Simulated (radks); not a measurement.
Results of a calculation; reference values are marked as such.
Initial-state core-level shifts of the titanium ion Ti+ when its valence configuration changes from [Ar] 3d2 4s1. Level of theory: scalar-relativistic Kohn-Sham, PBE, spin-unpolarised, spherical densities, point nucleus (a radial shooting solver on a logarithmic mesh with Libxc functionals). Shifts are changes of the shell-averaged eigenvalues in eV (positive: less bound).

| valence | 1s | 2p | 3s | 3p |
|---|---|---|---|---|
| 3d1 4s2 | -5.867 | -6.749 | -5.666 | -5.402 |
| 3d2 4p1 | -1.245 | -1.203 | -1.230 | -1.221 |
| 3d1 4s1 4p1 | -7.108 | -7.973 | -6.880 | -6.601 |
| 3d3 | +4.298 | +4.923 | +4.405 | +4.213 |
| 3d1.5 4s1.5 | -2.750 | -3.158 | -2.700 | -2.575 |
| 3d2.5 4s0.5 | +2.356 | +2.699 | +2.383 | +2.277 |
| 4s1 4p2 | -15.434 | -17.452 | -14.484 | -13.874 |
| 3d2 4s0.5 4p0.5 | -0.627 | -0.606 | -0.619 | -0.615 |
| 4s2 4p1 | -14.285 | -16.301 | -13.372 | -12.779 |
